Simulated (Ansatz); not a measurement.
Two structures of Si$_{2}$H$_{4}$Cl$_{2}$, singlet, reached by relaxing down either side of one saddle point (PBE0-D4/def2-TZVP). Energies are electronic, without zero-point energy. Ansatz 0.2.0; basis: def2-TZVPP and def2-QZVPP; cores frozen in the correlated methods. Extrapolation: Hartree–Fock as exp(−7.88 √X), correlation as X^−2.97. First:

Si1  (0.660, -1.487, -1.087)
Cl2  (-0.008, -3.113, 0.031)
Cl3  (-0.821, -1.358, -2.548)
H4  (-0.694, -0.044, 0.367)
Si5  (0.046, 1.208, 0.725)
H6  (1.238, 0.836, 1.523)
H7  (-0.868, 2.069, 1.519)
H8  (0.447, 1.890, -0.529)
(Å)

Second:

| atom | x (Å) | y (Å) | z (Å) |
| --- | --- | --- | --- |
| Si1 | -0.5044 | -0.8607 | -0.4764 |
| Cl2 | -0.1067 | -2.5065 | 0.6844 |
| Cl3 | 0.3539 | -1.1141 | -2.3239 |
| H4 | -1.9703 | -0.8143 | -0.6794 |
| Si5 | 0.4130 | 1.0307 | 0.5407 |
| H6 | 1.8775 | 0.8285 | 0.6771 |
| H7 | -0.2028 | 1.2134 | 1.8807 |
| H8 | 0.1400 | 2.2229 | -0.3033 |

Problem. Which bonds change from the first to the second?

Solution. SiCl₂ + SiH₄ → Si₂H₄Cl₂ ([SiH3][SiH]([Cl])[Cl]); bonds formed: Si1–H4, Si1–Si5; bonds broken: H4–Si5.

Problem. Give the saddle point's structure and its height above each. (To be estimated.)

Solution. The calculation gives: 0.799 eV above the first and 2.266 eV above the second (CCSD(T) at an estimated basis limit (MP2 extrapolated from triple and quadruple zeta, plus CCSD(T) − MP2 in triple zeta)).
```
8
angstrom
Si 0.3508 -1.0812 -0.6256
Cl -0.2266 -2.8188 0.3302
Cl -0.4860 -1.0987 -2.5122
H -0.9361 -0.1788 0.0264
Si 0.2647 0.9628 0.5603
H 1.5479 1.0028 1.3148
H -0.7809 1.3752 1.5401
H 0.2662 1.8367 -0.6341
```

No T1 diagnostic of these runs exceeds 0.013.

Losses and insertions of silylenes and their heavier kin drive the gas-phase chemistry of silicon and germanium vapour deposition.

Labels in which every atom is bracketed show which atoms are joined, not bond orders.

For scale, one of the runs: CCSD(T)/def2-TZVPP, 224 basis functions (an equivalent command: `ansatz run in.yaml --threads 4`). Hardware: 4 CPU threads, shared host. Wall time 41 s; peak host memory 3.1 GiB.
